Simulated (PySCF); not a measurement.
**From a computed spectrum to the compound**

A species of 5 atoms with charge 1 has these harmonic modes (PBE0, small Gaussian bases with core potentials, PySCF 2.14.0):

```
cm⁻¹  km/mol  symmetry
 159     0.9        a1
 450   222.3        b2
 530   173.9        a1
 543     0.0        a2
 556   390.9        b1
 739   135.9        b2
 767    48.8        a1
3945   432.9        b2
3952   310.5        a1
```

Question: Which species is it, and in which structure?

Answer: [Lu(OH)2]+ (singlet):
```xyz
5

Lu    0.0000    0.0000   -0.1730
O     1.5910   -0.0343    0.8475
H     2.2332   -0.0482    1.5632
O    -1.5910    0.0343    0.8475
H    -2.2332    0.0482    1.5632
```
Ideal gas at 298.15 K and 1 bar: S = 294.8 J/(mol K), Cp = 67.5 J/(mol K), H − H(0 K) = 14.3 kJ/mol (rigid rotor, harmonic modes, spin degeneracy alone). 
 Other answers can fit too; this one was computed.
